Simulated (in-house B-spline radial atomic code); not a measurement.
**BP86 excitations of F⁷⁺**

Method: BP86. Computed with an all-electron radial atomic-structure program (B-spline basis): linear response of the closed shell 1s2 with the functional's adiabatic kernel; non-relativistic, point nucleus, no spin-orbit coupling, no double excitations, S, P, D and F terms only.

Command:
```bash
python run_td.py task.json out
```
Settings (radii: box in bohr, nucleus in fm):
```
Z                        9
electrons                2
configuration            1s2
hamiltonian              nr
method                   b88,p86
box_radius               12.81
intervals                47
```

Run time, properties included: 1 thread of Intel(R) Xeon(R) 6975P-C (Granite Rapids), with other jobs on the host.

The lowest states, in the order of their Tamm-Dancoff energies; the method's threshold (minus the highest occupied level) is 900.46 eV. Labels give the largest channel, * marks a mixed state, and oscillator strengths are full-response dipole values. Semilocal kernels can invert the small singlet-triplet splittings of Rydberg terms. Energies in eV:

| state | full response | Tamm-Dancoff | oscillator strength |
| --- | --- | --- | --- |
| 1s → 2s 3S | 704.00 | 704.01 | - |
| 1s → 2s 1S | 712.11 | 712.21 | - |
| 1s → 2p 3P | 714.16 | 714.19 | - |
| 1s → 2p 1P | ? | ? | ? |
| 1s → 3s 3S | 818.34 | 818.35 | - |
| 1s → 3s 1S | 820.42 | 820.45 | - |
| 1s → 3p 3P | 821.29 | 821.29 | - |
| 1s → 3p 1P | 822.71 | 822.71 | 0.135 |
| 1s → 3d 1D | 823.62 | 823.62 | - |
| 1s → 3d 3D | 823.68 | 823.68 | - |
| 1s → 4s 3S | 855.60 | 855.60 | - |
| 1s → 4s 1S | 856.39 | 856.40 | - |
| 1s → 4p 3P | 856.84 | 856.84 | - |
| 1s → 4p 1P | ? | ? | ? |
| 1s → 4d 1D | 857.91 | 857.91 | - |
| 1s → 4d 3D | 857.92 | 857.92 | - |

Task: Where does 1s → 4p 1P lie?

Result: At 857.39 eV in full response, 857.40 eV in Tamm-Dancoff, oscillator strength 0.0492.

Task: Where does 1s → 2p 1P lie?

Result: At 719.54 eV in full response, 719.57 eV in Tamm-Dancoff, oscillator strength 0.643.

Task: How large is the singlet-triplet splitting of 1s → 2s (S terms) in Tamm-Dancoff?

Result: 8.2 eV, from the unrounded values.

Task: What polarisabilities and dispersion coefficient does the method give?

Result: Dipole 0.001651 bohr³, quadrupole 8.08e-05 bohr⁵, C6 6.374e-05 hartree·bohr⁶ for two such species.
